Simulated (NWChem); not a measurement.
# TeCl$_{4}$; SMILES Cl[Te](Cl)(Cl)Cl

All runs: NWChem. Structure relaxed at the PBE0/def2-SVP level. def2 effective core potentials on Te; no spin-orbit coupling. B3LYP is NWChem's, with the RPA form of VWN correlation. Ions are spin-unrestricted doublets at the neutral geometry; other ion states weren't tried.

```
level                  vertical ionisation energy, ΔSCF (eV)  −ε(HOMO) (eV)  ΔSCF minus −ε(HOMO) (eV)
---------------------  -------------------------------------  -------------  ------------------------
B3LYP/def2-SVP                                         10.15           7.96                      2.19
Hartree-Fock/def2-SVP                                   9.54          10.77                     -1.23
PBE0/def2-SVP                                          10.29           8.31                      1.98
```
